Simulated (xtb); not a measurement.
vinyl fluoride (C2H3F), singlet, at a GFN2-xTB geometry, atoms displaced at random by about 0.05 Å a coordinate; GFN2-xTB with ALPB(cs2) in xtb.

xtb was given this input:
```
$ xtb mol.xyz --gfn 2 --opt --alpb cs2 --json

# file mol.xyz
6

C     -0.04897066     0.44061081    -0.03913038
C      1.18769147    -0.11553447     0.05238526
F     -1.10065072    -0.31050466     0.07101743
H     -0.11381910     1.50106391    -0.04370474
H      1.23850775    -1.19704536    -0.06207777
H      2.02714982     0.55001354    -0.02200480
```

### Question
Write the output that xtb gives for this input, abridged.

### Answer

```
   ID    Z sym.   atoms
    1    6 C      1, 2
    2    9 F      3
    3    1 H      4-6

           -------------------------------------------------
          |                Calculation Setup                |
           -------------------------------------------------

           -------------------------------------------------
          |                 G F N 2 - x T B                 |
           -------------------------------------------------

      * Solvation model:               ALPB
        Solvent                        cs2
        Parameter file                 internal GFN2-xTB/ALPB
        Dielectric constant                2.6400E+00
        Reference state                gsolv [1 M gas/solution]
        Free energy shift                  4.9805E-03 Eh       3.1253E+00 kcal/mol
        Temperature                        2.9815E+02 K
        Density                            1.2600E+00 kg/L
        Solvent mass                       7.6140E+01 g/mol
        Interaction kernel             P16
        Born radius scaling (c1)           1.3548E+00
        Born radii integrator          GBOBC
        Born offset                        0.0000E+00 a0       0.0000E+00 AA
        H-bond correction              false
        Ion screening                  false
        Surface tension                    1.0000E-05 Eh       1.5569E+01 dyn/cm
        Grid points                               230 per atom

          ...................................................
          :                      SETUP                      :
          :.................................................:
          :  # basis functions                  15          :
          :  # atomic orbitals                  15          :
          :  # shells                            9          :
          :  # electrons                        18          :
          :  max. iterations                   250          :
          :  Hamiltonian                  GFN2-xTB          :
          :  restarted?                      false          :
          :  GBSA solvation                   true          :
          :  PC potential                    false          :
          :  electronic temp.          300.0000000     K    :
          :  accuracy                    1.0000000          :
          :  -> integral cutoff          0.2500000E+02      :
          :  -> integral neglect         0.1000000E-07      :
          :  -> SCF convergence          0.1000000E-05 Eh   :
[...]
         :: total energy             -10.495309997761 Eh    ::
 * total energy  :   -10.4953100 Eh     change       -0.1165272E-09 Eh
 * total energy  :   -10.5021264 Eh     change       -0.6816372E-02 Eh
 * total energy  :   -10.5042818 Eh     change       -0.2155453E-02 Eh
 * total energy  :   -10.5045825 Eh     change       -0.3006725E-03 Eh
 * total energy  :   -10.5046451 Eh     change       -0.6262615E-04 Eh
 * total energy  :   -10.5046967 Eh     change       -0.5161438E-04 Eh
 * total energy  :   -10.5047012 Eh     change       -0.4478046E-05 Eh
 * total energy  :   -10.5047035 Eh     change       -0.2310836E-05 Eh
   *** GEOMETRY OPTIMIZATION CONVERGED AFTER 8 ITERATIONS ***
         :: total energy             -10.504703525427 Eh    ::
[...]
      -------------------------------------------------------------
                  HL-Gap            0.2013086 Eh            5.4779 eV
             Fermi-level           -0.3268252 Eh           -8.8934 eV

     #   Z          covCN         q      C6AA      α(0)
     1   6 C        2.690     0.130    25.134     8.205
     2   6 C        2.836    -0.106    30.680     9.077
     3   9 F        0.786    -0.232    11.574     4.019
     4   1 H        0.926     0.060     2.196     2.318
     5   1 H        0.926     0.077     2.008     2.216
     6   1 H        0.926     0.071     2.069     2.249

 Mol. C6AA /au·bohr⁶  :        330.494345
 Mol. C8AA /au·bohr⁸  :       7298.607024
 Mol. α(0) /au        :         28.083604

Wiberg/Mayer (AO) data.
largest (>0.10) Wiberg bond orders for each atom

 ---------------------------------------------------------------------------
     #   Z sym  total        # sym  WBO       # sym  WBO       # sym  WBO
 ---------------------------------------------------------------------------
     1   6 C    3.877 --     2 C    1.948     3 F    0.962     4 H    0.959
     2   6 C    3.987 --     1 C    1.948     6 H    0.973     5 H    0.970
     3   9 F    1.088 --     1 C    0.962
     4   1 H    0.996 --     1 C    0.959
     5   1 H    0.994 --     2 C    0.970
     6   1 H    0.995 --     2 C    0.973
 ---------------------------------------------------------------------------

Topologies differ in total number of bonds
Writing topology from bond orders to xtbtopo.mol

molecular dipole:
                 x           y           z       tot (Debye)
 q only:        0.705       0.319      -0.017
   full:        0.729       0.384      -0.018       2.095
molecular quadrupole (traceless):
                xx          xy          yy          xz          yz          zz
 q only:       -0.525      -0.666       0.986       0.019      -0.003      -0.461
  q+dip:       -0.833      -1.804       2.179       0.023      -0.010      -1.346
   full:       -1.125      -1.280       1.639       0.037      -0.001      -0.514

optimized geometry written to: xtbopt.xyz

           -------------------------------------------------
          | TOTAL ENERGY              -10.504703525427 Eh   |
          | GRADIENT NORM               0.000388380005 Eh/α |
          | HOMO-LUMO GAP               5.477886132230 eV   |
           -------------------------------------------------

normal termination of xtb
```
